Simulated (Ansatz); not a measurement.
Z-matrix (Å, degrees):
```
Si
B 1 2.022
C 1 1.858 2 91.6
H 1 1.492 2 115.6 3 -117.0
H 1 1.492 2 115.6 3 117.0
C 2 1.567 1 104.8 3 -0.0
H 2 1.193 1 133.2 3 180.0
C 3 1.333 1 110.3 2 0.0
H 3 1.084 1 129.9 2 -180.0
H 6 1.100 2 110.9 1 -122.6
H 6 1.100 2 110.9 1 122.6
F 8 1.342 3 121.9 1 180.0
```

The species carries charge 0 and has multiplicity 1.

(1) List the PBE/def2-TZVPP orbital energies in eV (Ansatz). (An estimate is asked.)

## Answers

(1) Ansatz gave: Occupied: -1779.16, -660.46, -271.42, -269.18, -268.66, -177.54, -136.95, -93.68, -93.68, -93.66, -30.77, -20.03, -17.51, -14.74, -12.89, -12.50, -11.92, -11.69, -10.50, -10.18, -9.18, -8.55, -8.45, -7.82, -6.76, -6.30. Lowest empty: -3.15, -0.98, -0.10, 0.40, 1.02, 1.10, 1.51, 1.68.
